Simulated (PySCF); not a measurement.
# Löwdin shares of the frontier orbitals

Compound: C7H5NSi.
Cartesian coordinates in Å at the GFN2-xTB level; atoms count from 1:
```xyz
14
C7H5NSi angstrom
C      3.4381    0.1371   -0.3374
C      2.2416    0.0848   -0.2163
C      0.8618   -0.0233   -0.0348
C     -0.0486    0.7546   -0.6562
C     -1.4405    0.4767   -0.3263
C     -2.4670    1.2380   -0.9244
N     -3.3033    1.8556   -1.4096
C     -1.6720   -0.5199    0.5571
Si    -0.0285   -1.2657    1.1032
H      4.4781    0.2010   -0.4587
H      0.1952    1.5395   -1.3572
H     -2.6702   -0.7912    0.8564
H      0.1509   -2.6478    0.6656
H      0.2637   -1.0398    2.5165
```

Theory: PySCF, TDDFT PBE0/def2-SVPD, vertical, gas phase, core orbitals frozen in the response.

Frontier orbitals with the atoms that hold most of them (Löwdin shares over 4%, at most four atoms; ? is withheld):

| orbital | ε (eV) | atoms |
| --- | --- | --- |
| HOMO-3 | -9.76 | N7 37%, C6 27%, C8 15%, Si9 8% |
| HOMO-2 | -8.90 | N7 19%, C2 14%, C5 14%, C6 12% |
| HOMO-1 | -8.07 | ? |
| HOMO | -7.04 | ? |
| LUMO | ? | C8 22%, C5 16%, C3 12%, C4 12% |
| LUMO+1 | -0.64 | C4 19%, N7 13%, C6 11%, C5 11% |
| LUMO+2 | -0.22 | Si9 37%, H14 11%, H13 11%, C8 8% |

Give the leading atoms of the HOMO-1.

C1 (bonded to C and H) 38%; C2 (bonded to 2 C) 33%; C3 (bonded to 2 C and Si) 10%; Si9 (bonded to 2 C and 2 H) 6%. By element: carbon 82% or more, silicon 6%.

Which atoms hold the HOMO, and with what shares?

C1 (bonded to C and H) 18%; C8 (bonded to C, Si and H) 17%; C4 (bonded to 2 C and H) 16%; C3 (bonded to 2 C and Si) 15%.

What is the LUMO energy, and the HOMO–LUMO gap?

ε(LUMO) = -2.87 eV; the gap is 4.18 eV (0.1535 hartree).

The HOMO–LUMO gap is 4.18 eV. Where does the response calculation put the lowest singlet, and from which orbitals?

S1 is at 3.54 eV (f = 0.123), 0.64 eV below the gap, made of HOMO→LUMO (97%). Without the coupling terms of the response equations the lowest excitation would equal the gap.

One configuration dominates each of S1, S2 and S3. Which, and how do the shares of the two leading atoms of either orbital change from the occupied to the empty one?

- S1 (3.54 eV, f 0.123), HOMO→LUMO (97%): C1 18% → at most 13%, C8 17% → 22%, C5 at most 15% → 16%
- S2 (3.93 eV, f 0.0002), HOMO-1→LUMO (97%): C1 38% → at most 13%, C2 33% → at most 13%, C8 at most 7% → 22%, C5 at most 7% → 16%
- S3 (5.14 eV, f 0.025), HOMO-2→LUMO (72%): N7 19% → at most 13%, C2 14% → at most 13%, C8 at most 13% → 22%, C5 14% → 16%

Löwdin shares depend on the basis, the more so with diffuse functions.

On AMD EPYC 9R45, one thread, shared host with 192 logical CPUs at a one-minute load of 24, this took 22 s (with the writing of density and orbital grids) and 0.89 GiB of memory at its peak.
